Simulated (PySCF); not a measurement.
From one molecule to another.

First species: C6H9OP.
Bonds: C1–C2 (double), C2–P3, P3–O4 (double), P3–C5, C5–C6 (double), P3–C7, C7–C8 (double). Hydrogens: H9, H10 on C1; H11 on C2; H12 on C5; H13, H14 on C6; H15 on C7; H16, H17 on C8.

Second species: C4H7OPSSi.
SMILES: `COc1scpc1[SiH3]`

Levels: PBE0/def2-SVPD for dipole moment, HOMO energy, LUMO energy, HOMO–LUMO gap, static isotropic polarisability and electronic spatial extent ⟨r²⟩ about the centre of nuclear charge; TDDFT PBE0/def2-SVPD for lowest singlet excitation; TDA PBE0/def2-SVPD for lowest triplet excitation (Tamm–Dancoff). Geometries: GFN2-xTB. Each structure is a single optimised conformer of the isolated species, non-relativistic unless stated; the electronic structure was computed with PySCF and density fitting.

The conformers computed, where there is a choice (atom-mapped SMILES and torsion angles):
- `[CH2:1]=[CH:2][P:3](=[O:4])([CH:5]=[CH2:6])[CH:7]=[CH2:8]`: C1–C2–P3–O4 0°, C2–P3–C5–C6 126°, C2–P3–C7–C8 -126°
- `[CH3:1][O:2][c:3]1[s:4][cH:5][p:6][c:7]1[SiH3:8]`: C1–O2–C3–S4 0°

Values for the first species:

| Property | Result |
| --- | --- |
| Dipole moment | 3.47 D |
| HOMO energy | -7.92 eV |
| LUMO energy | -0.88 eV |
| HOMO–LUMO gap | 7.04 eV |
| Lowest singlet excitation | 5.62 eV |
| Lowest triplet excitation (Tamm–Dancoff) | 4.26 eV |
| Static isotropic polarisability | 98.2 au |
| Electronic spatial extent ⟨r²⟩ about the centre of nuclear charge | 1166 bohr² |

**Question.** Estimate the same properties for the second species, and the change in each.

**Answer.** 
```tsv
property	first	second	second less first
dipole moment	3.47 D	2.98 D	-0.49 D
HOMO energy	-7.92 eV	-6.53 eV	+1.39 eV
LUMO energy	-0.88 eV	-1.27 eV	-0.39 eV
HOMO–LUMO gap	7.04 eV	5.26 eV	-1.78 eV
lowest singlet excitation	5.62 eV	4.60 eV	-1.02 eV
lowest triplet excitation (Tamm–Dancoff)	4.26 eV	2.92 eV	-1.34 eV
static isotropic polarisability	98.2 au	120.8 au	+22.6 au
electronic spatial extent ⟨r²⟩ about the centre of nuclear charge	1166 bohr²	1609 bohr²	+443 bohr²
```

On the first: No computed singlet falls in the visible range (750 to 380 nm, 1.65 to 3.26 eV); S1 lies 2.36 eV above its blue end. A dipole of 3.47 D is allowed in C3v, and pure rotational transitions are dipole-allowed.

On the second: The principal polarisabilities are 81.8, 135.6 and 145.0 au; their mean is the isotropic value. The vertical singlet–triplet gap S1 − T1 is 1.68 eV (TDDFT singlet less Tamm–Dancoff triplet; S1: HOMO→LUMO, weight 0.89; T1: HOMO→LUMO, weight 0.93).
